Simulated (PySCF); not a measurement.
## Nuclear quadrupole coupling in `C=CCC(=O)OC(C)(C)C`

Compound: C₈H₁₄O₂.
Geometry (GFN2-xTB, Å), atoms numbered from 1 in this order:
```xyz
24
C8H14O2 angstrom
C      4.0565    1.3755    0.2711
C      3.2619    0.3787   -0.0677
C      2.0927   -0.0806    0.7420
C      0.8113   -0.1072   -0.0800
O      0.7673   -0.0476   -1.2801
O     -0.2320   -0.2198    0.7368
C     -1.5909   -0.2921    0.2285
C     -1.7514   -1.5012   -0.6921
C     -1.9444    1.0030   -0.5012
C     -2.4489   -0.4559    1.4832
H      3.9151    1.9340    1.1825
H      4.8884    1.6720   -0.3441
H      3.4160   -0.1618   -0.9911
H      2.2599   -1.1054    1.0898
H      1.9353    0.5492    1.6186
H     -1.4537   -2.4100   -0.1731
H     -1.1367   -1.3845   -1.5803
H     -2.7911   -1.5929   -0.9939
H     -2.9867    0.9759   -0.8068
H     -1.7908    1.8571    0.1552
H     -1.3216    1.1214   -1.3838
H     -2.3023    0.3905    2.1486
H     -2.1674   -1.3626    2.0120
H     -3.4981   -0.5160    1.2104
```

Field gradients from the PBE0/pcSseg-1 density (PySCF, non-relativistic), principal values in atomic units, ordered |Vxx| ≤ |Vyy| ≤ |Vzz|:

```
atom      Vxx      Vyy      Vzz
  O5   0.6924   0.9286  -1.6209
  O6  -0.5950  -1.0844   1.6795
```

Question: Find the asymmetry η = (Vxx − Vyy)/Vzz and the couplings χ = eQV/h (234.96 MHz × Q in barn × V in au), with Q(17O) = −0.0256 b.

Answer: 
| atom | environment | nucleus | η | χzz (MHz) | χxx (MHz) | χyy (MHz) |
| --- | --- | --- | --- | --- | --- | --- |
| O5 | ester carbonyl oxygen | 17O | 0.15 | 9.75 | -4.16 | -5.59 |
| O6 | ester single-bonded oxygen | 17O | 0.29 | -10.10 | 3.58 | 6.52 |

The tensor is traceless: Vxx + Vyy + Vzz = 0.

Question: What is Vzz at O5 in SI units (1 au = 9.71736 × 10²¹ V/m²)?

Answer: -1.6209 au = -15.751 × 10²¹ V/m².

Question: And the gradient at the other heavy atoms, for which no coupling is worked out here?

Answer: 
```json
{"atom": "C1", "environment": "terminal =CH2 carbon", "Vzz (au)": "0.291", "η": "0.45"}
{"atom": "C2", "environment": "alkene CH carbon", "Vzz (au)": "0.325", "η": "0.64"}
{"atom": "C3", "environment": "sp3 carbon next to a carbonyl", "Vzz (au)": "0.076", "η": "0.40"}
{"atom": "C4", "environment": "ester carbonyl carbon", "Vzz (au)": "0.406", "η": "0.95"}
{"atom": "C7", "environment": "sp3 carbon bound to oxygen", "Vzz (au)": "0.487", "η": "0.00"}
{"atom": "C8", "environment": "methyl carbon", "Vzz (au)": "0.090", "η": "0.81"}
{"atom": "C9", "environment": "methyl carbon", "Vzz (au)": "0.088", "η": "0.74"}
{"atom": "C10", "environment": "methyl carbon", "Vzz (au)": "0.072", "η": "0.20"}
```

Were the hydrogens deuterons (Q(2H) = 0.00286 b), χzz would run from 201 kHz (H14) to 228 kHz (H12).

Geometry: GFN2-xTB, one conformer, isolated molecule. GFN2-xTB bond lengths can be off by several hundredths of an ångström, more for odd bonds, and the gradients follow them. With a basis this small, the couplings can be 20 % off.
